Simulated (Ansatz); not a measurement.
`O=[CH][GeH2][AlH2]` and `O=[CH][GeH2][SiH3]` differ in one atom or group.

Ansatz, PBE0-D4/def2-TZVP geometries, multiplicity 1. Each molecule was computed in one conformer, which needn't be the lowest.

Scalar relativity is left out up to krypton.

```tsv
property	`O=[CH][GeH2][AlH2]`
LUMO energy (PBE0/def2-TZVPP) / eV	-2.34
LUMO energy (PBE/def2-TZVPP) / eV	-3.09
HOMO–LUMO gap (B3LYP/def2-TZVPP) / eV	4.09
size of the dipole moment (PBE/def2-TZVPP) / D	1.99
HOMO energy (B3LYP/def2-TZVPP) / eV	-6.63
HOMO energy (PBE/def2-TZVPP) / eV	-5.55
```

Question: What does the change do to each property? (Best estimate.)

Answer: Computed: 
| property | `O=[CH][GeH2][SiH3]` | shift |
| --- | --- | --- |
| LUMO energy (PBE0/def2-TZVPP) / eV | -1.57 | 0.77 |
| LUMO energy (PBE/def2-TZVPP) / eV | -2.70 | 0.39 |
| HOMO–LUMO gap (B3LYP/def2-TZVPP) / eV | 4.96 | 0.87 |
| size of the dipole moment (PBE/def2-TZVPP) / D | 1.93 | -0.06 |
| HOMO energy (B3LYP/def2-TZVPP) / eV | -6.78 | -0.15 |
| HOMO energy (PBE/def2-TZVPP) / eV | -5.64 | -0.09 |

With PBE0 the HOMO falls by 0.16 eV and the LUMO rises by 0.77 eV, so the gap widens by about 0.93 eV. PBE moves the HOMO by -0.09 eV and ωB97M-V by -0.23 eV. Dipoles are sizes alone; their direction can turn.

B3LYP here is the variant with VWN-RPA as its local correlation; programs differ in this.
